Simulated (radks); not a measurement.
Task: K II, configuration [Ne] 3s2 4s(up 0.5, down 0.5) 3p(up 2.75, down 2.25) (fractional occupations, a model configuration). Method: non-relativistic Kohn-Sham, PBE, spin-polarised, spherical densities, point nucleus; computed with a radial shooting solver on a logarithmic mesh with Libxc functionals. Some entries of the table are withheld. Estimate them.

orbital  occ.  eigenvalue (hartree)  <r> (bohr)  <1/r> (bohr^-1)
1s up       1             -129.3861     0.08155            18.54
1s down     1             -129.3814     0.08155            18.54
2s up       1             -13.44171      0.3898            3.767
2s down     1             -13.43778      0.3898            3.767
2p up       3             -10.85210      0.3511            3.691
2p down     3             -10.84632      0.3511            3.691
3s up       1              -1.77962       1.242            1.119
3s down     1              -1.75628       1.245            1.118
3p up    2.75                   (1)       1.364           0.9989
3p down  2.25                   (2)       1.369           0.9960
4s up     0.5              -0.31643       3.761           0.3463
4s down   0.5              -0.31360       3.786           0.3437

Result: 
(1) 3p up eigenvalue (hartree): -1.16582
(2) 3p down eigenvalue (hartree): -1.14399
